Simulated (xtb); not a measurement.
xtb input (GFN2-xTB):

```bash
xtb mol.xyz --gfn 2 --ohess tight --chrg -1 --uhf 0
```
mol.xyz:
```
11

C     -1.74264309     0.15294216    -0.20440003
C     -0.24469346     0.05152953    -0.06646866
C      0.44523304    -0.80265367     0.74551121
C      1.85703700    -0.60567601     0.61041283
C      2.15472988     0.42983227    -0.24549124
S      0.75524797     1.05110460    -0.92758853
H     -2.08098807     1.11847787     0.01953269
H     -2.21905232    -0.61149560     0.39359800
H     -2.03700506    -0.07306245    -1.26699305
H      0.04161614    -1.51918520     1.38201319
H      3.15524914     0.78113143    -0.56006738
```

End of the output:

```
optimized geometry written to: xtbopt.xyz

           -------------------------------------------------
          | TOTAL ENERGY              -16.602952774562 Eh   |
          | TOTAL ENTHALPY            -16.517905359213 Eh   |
          | TOTAL FREE ENERGY         -16.555152757153 Eh   |
          | GRADIENT NORM               0.000317700486 Eh/α |
          | HOMO-LUMO GAP               2.459818635118 eV   |
           -------------------------------------------------

------------------------------------------------------------------------
------------------------------------------------------------------------
 total:
 SCF:
 ANC optimizer:
 analytical hessian:
```

It need not be the lowest isomer of its formula. Whether it binds its extra electron was not tested at this geometry.
